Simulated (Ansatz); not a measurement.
Geometry optimisation, RKS B3LYP/def2-SVP (Ansatz 0.2.0).

The input (input.yaml):

```yaml
crystal:
  periodic: [false, false, false]
  atoms:
    - { symbol: Ti, position_ang: [-0.99687, -0.192691, -0.467653] }
    - { symbol: Cl, position_ang: [2.697112, -1.079887, 0.493691] }
    - { symbol: F, position_ang: [-0.287254, -0.879285, -1.881601] }
    - { symbol: F, position_ang: [-1.328652, -1.390861, 0.730736] }
    - { symbol: F, position_ang: [-2.517541, 0.50801, -0.902497] }
    - { symbol: H, position_ang: [2.168656, 0.122966, 0.490339] }
    - { symbol: O, position_ang: [0.268581, 1.334916, 0.316863] }
    - { symbol: H, position_ang: [-0.003932, 1.576733, 1.220121] }
basis:
  gaussian: { orbitals: def2-SVP }
hamiltonian:
  xc: b3lyp
relax:
  f_tol: 0.03
  max_steps: 50
output:
  orbitals: {}
```

Run as:

```bash
$ ansatz run input.yaml --threads 2 --pin off --max-ram 3072MiB --backend cpu --events-out ev --progress --plain --runs-dir out
```

Question: Where does it end, and by what steps?

Answer: The run converged. The force dipped under the threshold on the way, but the program's further checks kept it going. After 22 steps the energy has fallen by 0.917 eV; H8 moved furthest, 0.49 Å.

```csv
step,energy less start (eV),largest force component (eV/Å),accepted
0,0.0000,2.829,yes
1,-0.8216,0.889,yes
2,-0.8425,0.841,yes
3,-0.8360,1.354,no
4,-0.8958,0.340,yes
5,-0.9026,0.207,yes
6,-0.9062,0.165,yes
7,-0.9081,0.217,yes
8,-0.9110,0.186,yes
9,-0.9122,0.131,yes
10,-0.9137,0.072,yes
11,-0.9141,0.044,yes
12,-0.9145,0.138,yes
13,-0.9148,0.079,yes
14,-0.9152,0.006,yes
15,-0.9156,0.065,yes
16,-0.9159,0.066,yes
17,-0.9160,0.094,yes
18,-0.9164,0.060,yes
19,-0.9168,0.043,yes
20,-0.9169,0.037,yes
21,-0.9172,0.055,yes
22,-0.9173,0.018,yes
```

```xyz
8
Properties=species:S:1:pos:R:3
Ti -0.893 -0.187 -0.391
Cl 2.592 -1.061 0.494
F -0.223 -0.704 -1.910
F -1.175 -1.544 0.662
F -2.424 0.585 -0.682
H 1.911 0.039 0.614
O 0.184 1.009 0.392
H 0.029 1.863 0.820
```

Time of the run: 96 s on 2 threads of Arm Neoverse V2 (shared host), peak memory 0.3 GiB.
